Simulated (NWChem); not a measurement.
System: HfNH$_{5}$; SMILES [HfH3][NH2]

The following NWChem deck was run.

```
start job
memory heap 200 mb stack 900 mb global 1100 mb
geometry units angstroms noautoz
  Hf     0.044483     0.170308     0.002303
  N     -0.002966    -1.828262    -0.001344
  H     -0.856750    -2.386325    -0.002175
  H      0.796834    -2.461204    -0.001479
  H     -0.924245     0.725035     1.486226
  H      1.798163     0.793736     0.032166
  H     -0.867051     0.723376    -1.517684
end
basis spherical
  * library def2-svp
end
ecp
  Hf library def2-ecp
end
dft
  xc xpbe96 cpbe96
  iterations 150
  vectors input atomic output neutral.movecs
end
task dft energy
charge 1
dft
  odft
  mult 2
  vectors input atomic output cation.movecs
end
task dft energy
```

Parts of the log:

```
             Northwest Computational Chemistry Package (NWChem) 7.3.0
             --------------------------------------------------------

 C1  symmetry detected

                             Geometry "geometry" -> ""
                             -------------------------

 Output coordinates in angstroms (scale by  1.889725989 to convert to a.u.)

  No.       Tag          Charge          X              Y              Z
 ---- ---------------- ---------- -------------- -------------- --------------
    1 Hf                  72.0000     0.00177367     0.20782021     0.00008560
    2 N                    7.0000     0.00685290    -1.79130984     0.00018597
    3 H                    1.0000    -0.83197324    -2.37161362     0.00077717
    4 H                    1.0000     0.82300747    -2.40301800     0.00087342
    5 H                    1.0000    -0.98060492     0.73968485     1.48340477
    6 H                    1.0000     1.73847910     0.87716521     0.02800211
    7 H                    1.0000    -0.92458257     0.73389531    -1.52052219

 Effective nuclear repulsion energy (a.u.)     235.4160301561

 Summary of "ao basis" -> "ao basis" (spherical)
 ------------------------------------------------------------------------------
       Tag                 Description            Shells   Functions and Types
 ---------------- ------------------------------  ------  ---------------------
 Hf                         def2-svp                12       32   6s3p2d1f
 N                          def2-svp                 6       14   3s2p1d
 H                          def2-svp                 3        5   2s1p

            General Information
            -------------------
          SCF calculation type: DFT
          Wavefunction type:  closed shell.
          No. of atoms     :     7
          No. of electrons :    24
           Alpha electrons :    12
            Beta electrons :    12
          Charge           :     0
          Spin multiplicity:     1
          Use of symmetry is: off; symmetry adaption is: off
          Maximum number of iterations: 150
          AO basis - number of functions:    71
                     number of shells:    33
          Convergence on energy requested:  1.00D-06
          Convergence on density requested:  1.00D-05
          Convergence on gradient requested:  5.00D-04

              XC Information
              --------------
          PerdewBurkeErnzerhof Exchange Functional  1.000
            Perdew 1991 LDA Correlation Functional  1.000 local
           PerdewBurkeErnz. Correlation Functional  1.000 non-local

             Grid Information
             ----------------
          Grid used for XC integration:  medium
          Radial quadrature: Mura-Knowles
          Angular quadrature: Lebedev.
          Tag              B.-S. Rad. Rad. Pts. Rad. Cut. Ang. Pts.
          ---              ---------- --------- --------- ---------
          Hf                  1.55      123           9.0       590
          N                   0.65       49           9.0       434
          H                   0.35       45          11.0       434
          Grid pruning is: on
          Number of quadrature shells:   397
          Spatial weights used:  Erf1

      Superposition of Atomic Density Guess
      -------------------------------------

 Sum of atomic energies:        -108.67881692

      Non-variational initial energy
      ------------------------------

 Total energy =    -104.174655
 1-e energy   =    -252.806850
 2-e energy   =      98.961206
 HOMO         =      -0.309769
 LUMO         =       0.010890

   convergence    iter        energy       DeltaE   RMS-Dens  Diis-err
 ---------------- ----- ----------------- --------- --------- ---------
 d= 0,ls=0.0,diis     1   -105.5028774021 -1.55D+02  3.97D-02  7.49D-01
 d= 0,ls=0.0,diis     2   -104.0285847403  1.47D+00  2.93D-02  1.08D+01
 d= 0,ls=0.0,diis     3   -105.6240935015 -1.60D+00  5.65D-03  4.45D-02
 d= 0,ls=0.0,diis     4   -105.6255268396 -1.43D-03  2.59D-03  5.62D-02
 d= 0,ls=0.0,diis     5   -105.6334308743 -7.90D-03  5.30D-04  1.31D-03
  Resetting Diis
 d= 0,ls=0.0,diis     6   -105.6336837624 -2.53D-04  6.11D-05  2.51D-05
 d= 0,ls=0.0,diis     7   -105.6336874218 -3.66D-06  1.61D-05  5.78D-07
 d= 0,ls=0.0,diis     8   -105.6336873408  8.10D-08  1.09D-05  1.33D-06
 d= 0,ls=0.0,diis     9   -105.6336874764 -1.36D-07  4.30D-06  1.95D-07

         Total DFT energy =     -105.633687476407
      One electron energy =     -255.010808731166
           Coulomb energy =      114.277329034872
    Exchange-Corr. energy =      -14.571196995802
 Nuclear repulsion energy =       49.670989215690

 Numeric. integr. density =       23.999993033309

                       DFT Final Molecular Orbital Analysis
                       ------------------------------------

 Vector   10  Occ=2.000000D+00  E=-2.533503D-01
              MO Center= -9.7D-02, -1.1D+00, -6.7D-03, r^2= 2.4D+00
   Bfn.  Coefficient  Atom+Function         Bfn.  Coefficient  Atom+Function
  ----- ------------  ---------------      ----- ------------  ---------------
    38      0.480293  2 N  pz                41     -0.372386  2 N  pz
    17      0.307171  1 Hf d -1              19      0.147236  1 Hf d  1
    67     -0.133680  7 H  s                 57      0.129838  5 H  s
    22      0.091817  1 Hf d -1              68     -0.079971  7 H  s
    58      0.077476  5 H  s                 15     -0.034632  1 Hf pz

 Vector   11  Occ=2.000000D+00  E=-2.400981D-01
              MO Center=  5.5D-01,  7.0D-01,  4.0D-02, r^2= 3.1D+00
   Bfn.  Coefficient  Atom+Function         Bfn.  Coefficient  Atom+Function
  ----- ------------  ---------------      ----- ------------  ---------------
    62      0.346883  6 H  s                 63      0.303425  6 H  s
    18     -0.291406  1 Hf d  0              16      0.248008  1 Hf d -2
     7     -0.202469  1 Hf px                57     -0.201191  5 H  s
    67     -0.188161  7 H  s                 58     -0.171883  5 H  s
    68     -0.160487  7 H  s                 20      0.131672  1 Hf d  2

 Vector   12  Occ=2.000000D+00  E=-2.359247D-01
              MO Center= -6.6D-01,  1.5D-01, -4.5D-02, r^2= 3.5D+00
   Bfn.  Coefficient  Atom+Function         Bfn.  Coefficient  Atom+Function
  ----- ------------  ---------------      ----- ------------  ---------------
    19      0.339672  1 Hf d  1              67     -0.287670  7 H  s
    57      0.279116  5 H  s                 68     -0.258759  7 H  s
    58      0.251501  5 H  s                 38     -0.245248  2 N  pz
     9     -0.211859  1 Hf pz                41      0.204875  2 N  pz
    15      0.090265  1 Hf pz                17      0.063206  1 Hf d -1

 Vector   13  Occ=0.000000D+00  E=-9.111085D-02
              MO Center= -8.3D-02,  2.5D-01, -4.8D-03, r^2= 2.4D+00
   Bfn.  Coefficient  Atom+Function         Bfn.  Coefficient  Atom+Function
  ----- ------------  ---------------      ----- ------------  ---------------
    16      0.598655  1 Hf d -2              18      0.479428  1 Hf d  0
    20     -0.295403  1 Hf d  2              21      0.196002  1 Hf d -2
    23      0.184550  1 Hf d  0              48     -0.159454  3 H  s
    53      0.126080  4 H  s                 25     -0.124149  1 Hf d  2
    47     -0.097397  3 H  s                 52      0.078247  4 H  s

 Vector   14  Occ=0.000000D+00  E=-7.835494D-02
              MO Center=  3.2D-01,  4.1D-01,  1.9D-02, r^2= 3.2D+00
   Bfn.  Coefficient  Atom+Function         Bfn.  Coefficient  Atom+Function
  ----- ------------  ---------------      ----- ------------  ---------------
    19      0.604749  1 Hf d  1              17     -0.442239  1 Hf d -1
    24      0.290338  1 Hf d  1              15     -0.264178  1 Hf pz
    68      0.169301  7 H  s                 58     -0.166976  5 H  s
     9      0.131284  1 Hf pz                41     -0.119707  2 N  pz
    22     -0.114323  1 Hf d -1              38      0.095836  2 N  pz

 Vector   15  Occ=0.000000D+00  E=-5.411647D-02
              MO Center= -2.7D-01, -2.1D-02, -1.3D-02, r^2= 4.9D+00
   Bfn.  Coefficient  Atom+Function         Bfn.  Coefficient  Atom+Function
  ----- ------------  ---------------      ----- ------------  ---------------
    16      0.499203  1 Hf d -2              13     -0.445822  1 Hf px
    63     -0.344860  6 H  s                 18     -0.292343  1 Hf d  0
    20      0.274483  1 Hf d  2              21      0.228955  1 Hf d -2
    48     -0.210506  3 H  s                 53      0.195360  4 H  s
     7      0.180737  1 Hf px                23     -0.167213  1 Hf d  0

     Multipole analysis of the density
     ---------------------------------

     L   x y z        total         alpha         beta         nuclear
     -   - - -        -----         -----         ----         -------
     0   0 0 0     -0.000000    -12.000000    -12.000000     24.000000

     1   1 0 0      0.127500      0.164302      0.164302     -0.201104
     1   0 1 0     -0.958207     11.302594     11.302594    -23.563395
     1   0 0 1      0.007826      0.008766      0.008766     -0.009705

     2   2 0 0    -26.753749    -24.462593    -24.462593     22.171438
     2   1 1 0     -0.177216     -0.151028     -0.151028      0.124840
     2   1 0 1      0.000109      0.000093      0.000093     -0.000077
     2   0 2 0    -20.416767    -74.905371    -74.905371    129.393976
     2   0 1 1     -0.013415     -0.006440     -0.006440     -0.000536
     2   0 0 2    -28.894478    -22.505816    -22.505816     16.117153

                                 NWChem DFT Module
                                 -----------------

[...]
```

Level: PBE/def2-SVP with def2 effective core potentials on Hf, vertical spin-unrestricted ions. All runs use the structure optimised with PBE0/def2-SVP. Not confirmed as a minimum by frequencies. def2 effective core potentials on Hf; no spin-orbit coupling.
